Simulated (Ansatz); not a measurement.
CaCl$_{2}$, triplet, at a GFN2-xTB geometry (such geometries of metal compounds can be far from the true shape) (a higher spin typed on purpose: for a closed-shell molecule this is an excited state), atoms displaced at random by about 0.08 Å a coordinate; HF/6-31G, gradient run with Ansatz (a first-principles code).

Input for Ansatz:
Ansatz 0.2 input:
```yaml
crystal:
  periodic: [false, false, false]
  atoms:
    - {symbol: Ca, position_ang: [0.97189706, -1.07833613, 0.55394944]}
    - {symbol: Cl, position_ang: [0.22638062, 0.80122287, -1.23225008]}
    - {symbol: Cl, position_ang: [-1.45742634, 0.30447410, 0.49097367]}
basis:
  gaussian:
    orbitals: 6-31G
hamiltonian:
  xc: hf
magnetization: {spin_polarized: true, initial_magnetization: 2}
output: {forces: true}
```

It wrote (shortened):

```
Functional definition: HF
583 factors; integrals over basis functions are off by at most 3.4e-4 eV
mean field evaluation 1: about -43420.6565 eV, gradient 7.4e0 eV
mean field evaluation 2: about -43420.8232 eV, gradient 7.5e0 eV
mean field evaluation 4: about -43421.5752 eV, gradient 8.5e-1 eV
mean field evaluation 8: about -43421.6094 eV, gradient 7.1e-2 eV
mean field evaluation 16: about -43421.6100 eV, gradient 3.1e-5 eV
mean field -43421.60996583 eV, -1595.7147340201 hartree, gradient 3.1e-5 eV, S^2 2.010087; 0 other end points of the search recorded, 0 dependent functions left out
the calculation of the forces begins
reference -43421.60996583 eV, -1595.7147340201 hartree; 28, 26 occupied and 27, 29 virtual orbitals, 583 factors
Total energy: -43421.60996583 eV, -1595.7147340201 hartree
Atom 0 at     0.971897    -1.078336     0.553949 Å, force    -0.003182    -0.085351     0.105748 eV/Å
Atom 1 at     0.226381     0.801223    -1.232250 Å, force     1.363246     0.527933    -1.547847 eV/Å
Atom 2 at    -1.457426     0.304474     0.490974 Å, force    -1.360064    -0.442582     1.442099 eV/Å
Dipole moment:     0.599036    -0.650190     0.390964 e Å
```
